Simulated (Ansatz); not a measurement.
PBE exchange is replaced step by step with exact exchange (0 % is PBE, 25 % PBE0; no dispersion term), basis def2-TZVP, Ansatz. System: TiH4. Total charge 0; singlet. Geometry: B3LYP-D4/def2-TZVP.

Geometry of the singlet:

```xyz
5

Ti    0.000    0.000    0.000
H    -1.081   -0.775    1.049
H     0.579    1.415    0.730
H    -0.797    0.394   -1.442
H     1.300   -1.034   -0.337
```

| exact exchange (%) | HOMO (eV) | LUMO (eV) | gap (eV) |
| --- | --- | --- | --- |
| 5 | -7.71 | -4.00 | 3.70 |
| 10 | -7.98 | -3.71 | 4.27 |
| 15 | -8.26 | -3.43 | 4.84 |
| 25 | -8.82 | -2.86 | 5.96 |
| 35 | -9.39 | -2.31 | 7.08 |
| 50 | -10.24 | -1.50 | 8.74 |

(1) Fit a straight line to the column «gap (eV)» against the share of exact exchange and predict its value at 0 %.

Answers

(1) With x = exact exchange (%) and y = gap (eV): mean x = 23.33, mean y = 5.765; Σ(x − x̄)(y − ȳ) = 160.5, Σ(x − x̄)² = 1433; slope b = 0.112, intercept a = ȳ − b·x̄ = 3.152. The residuals of the fitted rows reach 0.01. At x = 0 the line gives 3.152 + (0.112 × 0) = 3.15; the run gave 3.13, 0.02 less than the line.
